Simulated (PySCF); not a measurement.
**Ta²⁺ (tantalum, charge +2) across methods**

[Xe] 4f14 5d2 6p1, one real determinant (an excited configuration). Calculation: PySCF 2.14, in aug-cc-pVDZ-PP with ECP60MDF (5s5p4d2f, 54 functions); scalar relativity through the core potential.

```
 method  E (hartree)  mean ε 5p β (eV)  mean ε 5d α (eV)  mean ε 6p α (eV)  Σ⟨r²⟩ (bohr²)   ⟨S²⟩
    PBE     -56.2276           -57.737           -22.526           -14.746          36.19  3.750
    UHF    -55.75972           -65.610           -27.703           -16.510          37.18  3.753
 r2SCAN     -56.2379           -58.580           -22.858           -14.749          36.17  3.751
r2SCANh     -56.2221           -59.362           -23.406           -14.962          36.22  3.751
 PBEsol     -56.1144           -57.589           -22.428           -14.736          36.17  3.750
    LDA     -56.0401           -57.636           -22.428           -14.796          36.23  3.750
   BLYP     -56.1996           -57.669           -22.322           -14.544          36.16  3.750
   PBE0     -56.2019           -59.993           -23.985           -15.282          36.30  3.751
  wB97X     -56.2110           -62.647           -26.143           -16.720          36.32  3.751
```

⟨L²⟩ = 13.84 against 20 for a pure G term, so this real determinant mixes terms. Energies and moments cover only the electrons outside the core potential. Spin-orbit coupling, absent here, splits the open shell strongly.
